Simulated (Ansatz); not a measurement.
CH$_{6}$NOSi (`CO[SiH]N`) radical, relaxed with UKS PBE-D4/def2-SVP in the Gaussian-basis code of Ansatz from a rough embedded geometry. The force threshold is 0.03 eV/Å; the program also tests the step.

Total charge 0; spin multiplicity 2.

Start:

```xyz
10

C    -0.500    0.704    1.425
O     0.343    0.044    0.570
Si    0.190    0.380   -1.020
N     1.088   -0.961   -1.806
H    -0.283    0.351    2.494
H    -0.437    1.757    1.436
H    -1.572    0.391    1.248
H    -1.189    0.162   -1.464
H     0.472   -1.772   -1.636
H     1.887   -1.055   -1.247
```

(1) How much energy does the relaxation release, and in how many steps? (An estimate is asked.)

(2) Which bonds change most? (An estimate is asked.)

(3) Give the relaxed structure. (Estimate.)

Results:

(1) Computed: 0.60 eV, in 24 steps, 5 of them rejected.

(2) The calculation gave: Si3–H8 from 1.464 to 1.527 Å; O2–Si3 from 1.633 to 1.693 Å; C1–H6 from 1.055 to 1.115 Å; Si3–N4 from 1.795 to 1.745 Å.

(3) The calculation gave: 
```xyz
10

C    -0.566    0.823    1.609
O     0.020   -0.098    0.712
Si    0.009    0.087   -0.971
N     1.067   -1.167   -1.564
H    -0.326    0.506    2.645
H    -0.179    1.860    1.471
H    -1.677    0.859    1.514
H    -1.354   -0.247   -1.572
H     0.950   -1.463   -2.538
H     2.058   -1.160   -1.307
```
